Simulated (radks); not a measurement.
Question: The mean radii <r> (bohr) of the occupied orbitals of an atom or ion are listed with their occupations. All-electron calculation, Dirac Kohn-Sham, exchange-only PBE, spin-unpolarised, spherical densities, finite nucleus; Fermi nuclear charge, rms radius of each element as measured or else 0.836 A^(1/3) + 0.57 fm. Program: a radial shooting solver on a logarithmic mesh with Libxc functionals.

| orbital | occ. | <r> |
|---|---|---|
| 1s1/2 | 2 | 0.01687 |
| 2s1/2 | 2 | 0.06998 |
| 2p1/2 | 2 | 0.05757 |
| 2p3/2 | 4 | 0.06592 |
| 3s1/2 | 2 | 0.1732 |
| 3p1/2 | 2 | 0.1628 |
| 3p3/2 | 4 | 0.1758 |
| 3d3/2 | 2 | 0.1509 |

Name the element and its charge. Open shells, if any, fill j = l - 1/2 first.

Answer: Z = 79, gold, charge +59: Au59+ in [Ar] 3d2. The 1s radius gives Z: for a bare nucleus <r> = (2 gamma + 1)/(2Z) with gamma = sqrt(1 - (Z/c)^2), 0.01667 bohr for Z = 79, and screening makes it slightly larger (0.01687 here). The occupations add up to 20, and the charge is Z minus that.
